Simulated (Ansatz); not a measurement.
Computed with Ansatz on PBE0-D4/def2-TZVP structures; ΔE is electronic, products minus reactants. CBS: MP2 limit from def2 TZ/QZ plus the TZ coupled-cluster correction, frozen cores. This one scheme is used for every species. Functionals use def2-TZVPP. B3LYP here is the variant with VWN-RPA as its local correlation; programs differ in this. HSE06 is defined as in plane-wave codes. One conformer a species, not always the lowest.

`[OH][Al]([F])[O][SiH3]` + H–F → `[F][Al]([F])[O][SiH3]` + H₂O  (ligand exchange at the Al–O bond)

```
             level  ΔE (kcal/mol)  difference from CCSD(T)/CBS
       LDA (SPW92)           -9.2                          1.6
            PBE-D4          -10.1                          0.7
         revPBE-D4          -10.0                          0.8
           BLYP-D4          -10.7                          0.1
         r2SCAN-D4          -10.7                          0.1
            B97M-V          -11.3                         -0.5
           PBE0-D4          -10.1                          0.7
          B3LYP-D4          -10.6                          0.2
        r2SCANh-D4          -10.6                          0.2
        r2SCAN0-D4          -10.5                          0.3
          HSE06-D4          -10.1                          0.7
          BHLYP-D4          -10.9                         -0.1
      CAM-B3LYP-D4          -10.7                          0.1
           ωB97X-V          -10.7                          0.1
           ωB97M-V          -10.5                          0.3
            B2PLYP          -10.8                          0.0
          PBE-QIDH          -10.3                          0.5
               PBE          -10.4                          0.4
            revPBE          -10.8                          0.0
              BLYP          -11.3                         -0.5
            r2SCAN          -10.8                          0.0
              PBE0          -10.4                          0.4
             B3LYP          -11.1                         -0.3
             HSE06          -10.4                          0.4
             BHLYP          -11.3                         -0.5
         CAM-B3LYP          -11.0                         -0.2
           LC-ωPBE          -10.8                          0.0
RPA@PBE/def2-TZVPP          -10.4                          0.4
       HF/def2-SVP          -12.2                         -1.4
      MP2/def2-SVP          -11.4                         -0.6
     CCSD/def2-SVP          -11.8                         -1.0
  CCSD(T)/def2-SVP          -11.6                         -0.8
     HF/def2-TZVPP          -11.8                         -1.0
    MP2/def2-TZVPP          -10.2                          0.6
   CCSD/def2-TZVPP          -10.6                          0.2
CCSD(T)/def2-TZVPP          -10.3                          0.5
    MP2/def2-QZVPP          -10.6                          0.2
      HF/CBS(def2)          -12.4                         -1.6
     MP2/CBS(def2)          -10.6                          0.2
    CCSD/CBS(def2)          -11.1                         -0.3
       CCSD(T)/CBS          -10.8                            0
```

Largest T1 diagnostic among the species: 0.012.

In def2-TZVPP, CCSD(T) changes the Hartree–Fock value by +1.5 kcal/mol (the triples alone add +0.3 kcal/mol) and MP2 by +1.7 kcal/mol. Leaving LDA and LC-ωPBE aside and taking each functional with its dispersion term where it has one, the values spread over 1.2 kcal/mol, from B97M-V to revPBE-D4. LDA lies +1.2 kcal/mol from PBE without D4. At CCSD(T), def2-SVP lies −0.8 kcal/mol from the extrapolated value and def2-TZVPP +0.5 kcal/mol.
